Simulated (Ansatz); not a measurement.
ZnMeCl (CH3ClZn), relaxed as a singlet with RKS B3LYP-D4/def2-TZVP in Ansatz, starting from the GFN2-xTB geometry. Force threshold 0.02 eV/Å.

Start:

```xyz
6

Zn   -0.231    0.422    1.075
C     0.152   -0.295   -0.764
H    -0.646   -0.037   -1.448
H     0.244   -1.372   -0.740
H     1.075    0.120   -1.148
Cl   -0.593    1.162    3.025
```

Problem. Estimate the energy that the relaxation releases and the steps that it takes.

Solution. 0.9 kcal/mol, in 4 steps; 6 s on 4 threads of AMD EPYC 7B13 on a shared host. No frequencies were taken in this run, so the end may be a saddle point.

Problem. Does the start keep its bonding and symmetry?

Solution. By distances, no bond broke or formed. The bond that changes most is Zn1–C2, from 2.01 to 1.94 Å (atoms count from 1). Point group C3v at the start, C3v at the end, both within 0.05 Å.

Problem. Predict the relaxed structure.

Solution. 
```xyz
6

Zn   -0.2081    0.3989    1.0320
C     0.1487   -0.2875   -0.7458
H    -0.6636   -0.0198   -1.4218
H     0.2389   -1.3736   -0.7167
H     1.0787    0.1325   -1.1294
Cl   -0.5947    1.1497    2.9817
```
Bond lengths: 1 × C–Zn 1.94 Å; 1 × Cl–Zn 2.12 Å; 3 × C–H 1.09 Å.
